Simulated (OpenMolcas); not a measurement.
Ti2+: moving or changing the point charges

Ti2+ among 6 point charges of -2 e arranged as an octahedron (Oh), 2.03 Å from the ion.
```
   2.0300    0.0000    0.0000  -2.00
   0.0000    2.0300    0.0000  -2.00
  -2.0300    0.0000    0.0000  -2.00
   0.0000   -2.0300    0.0000  -2.00
   0.0000    0.0000    2.0300  -2.00
   0.0000    0.0000   -2.0300  -2.00
```

* Program: OpenMolcas 26.06
* Method: CASSCF
* Basis: ANO-RCC-VDZP [5s4p2d1f]
* Scalar Hamiltonian: DKH2, point nucleus
* Active space: 2 electrons in 5 orbitals (3d)
* State averaging: 2S+1 = 3 even, 10 roots; 2S+1 = 1 even, 15 roots
* Spin-orbit coupling: state interaction with AMFI integrals over the reference wave functions

Runs around this geometry, states (labels of O, the rotations of Oh). Energies in cm-1 above the lowest state or level, χT in cm3 K/mol; under a threefold ground state the first gap can be a small split of the lowest multiplet, not the spin-orbit step; 10Dq and B are least-squares fits to the states below 45000 cm-1, weighted by degeneracy, with a free offset, and given where the rms deviation is under 5 % of |10Dq| (or 100 cm-1) and under 700 cm-1.

| R (Å) | q (e) | Ground state | First state of that spin | 10Dq | B (rms of fit) | First gap with spin-orbit (degeneracies) | χT at 300 K | First state of another spin |
| --- | --- | --- | --- | --- | --- | --- | --- | --- |
| 2.03 | -1.3 | 3T1 | 3T2 6532 | 8246 | 837 (284) | 4.3 (2, 3) | 1.150 | 1T2 11336 |
| 2.03 | -2 | 3T1 | 3T2 10514 | 13362 | 767 (629) | 2.3 (2, 3) | 1.157 | 1T2 10599 |
| 2.13 | -2 | 3T1 | 3T2 8344 | 10778 | 778 (454) | 3.2 (2, 3) | 1.152 | 1T2 11016 |

Taking |10Dq| as R^-n, n = -ln(10778 / 13362) / ln(2.13 / 2.03) = 4.5 between the shortest and longest distance. The point-charge formula for a cubic d site gives n = 5.

Scaling the charges by -1.3 / -2 = 0.65 scales |10Dq| by 8246 / 13362 = 0.62; with fixed orbitals a first-order splitting would follow the charge.

An orbital triplet at a regular site is open to Jahn-Teller coupling, which can distort the site and quench the lowest spin-orbit gaps and is left out. Without dynamic correlation the repulsion within the d shell is too large (B by tens of per cent), so at a given field states of lower spin stand too high. Point charges carry no covalency, so the field is a model and not that of real ligands. No measured value stands beside these numbers.
